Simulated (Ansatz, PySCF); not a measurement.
silicon dioxide molecule (O2Si), SMILES O=[Si]=O. Atoms are numbered in the order given.

```xyz
3

O      0.0000     0.0000    -1.5050
Si     0.0000     0.0000     0.0000
O      0.0000     0.0000     1.5050
```

The structure is a stationary point at ωB97X-D3(BJ)/def2-TZVP.

Two levels are set side by side: PBE-D3(BJ)/def2-TZVP (Ansatz, a first-principles code) and ωB97X-D3(BJ)/def2-TZVP (PySCF). Each level has its own optimised geometry; the coordinates shown are those of the second. Frequencies come from the Hessian of PySCF at each geometry. Differences are taken from unrounded values.

```json
[
 {"quantity": "mean bond length (Å)", "ωB97X-D3(BJ)": "1.505"},
 {"quantity": "bond O1–Si2 (Å)", "ωB97X-D3(BJ)": "1.505"},
 {"quantity": "bond Si2–O3 (Å)", "ωB97X-D3(BJ)": "1.505"},
 {"quantity": "highest harmonic wavenumber (cm⁻¹)", "ωB97X-D3(BJ)": "1481"},
 {"quantity": "mean harmonic wavenumber (cm⁻¹)", "ωB97X-D3(BJ)": "782"},
 {"quantity": "zero-point energy (kcal/mol)", "ωB97X-D3(BJ)": "4.47"}
]
```

Task: What does PBE-D3(BJ) give, and how far is it from ωB97X-D3(BJ)? (The exact figures need the calculation; the answer reports its results.)

Result: 
| quantity | PBE-D3(BJ) | PBE-D3(BJ) minus ωB97X-D3(BJ) |
|---|---|---|
| mean bond length (Å) | 1.527 | 0.022 |
| bond O1–Si2 (Å) | 1.527 | 0.022 |
| bond Si2–O3 (Å) | 1.527 | 0.022 |
| highest harmonic wavenumber (cm⁻¹) | 1392 | -89 |
| mean harmonic wavenumber (cm⁻¹) | 724 | -58 |
| zero-point energy (kcal/mol) | 4.14 | -0.33 |

GGA bonds tend to be longer and softer than those of functionals with exact exchange. Differences between two approximate levels are no errors against the true value.
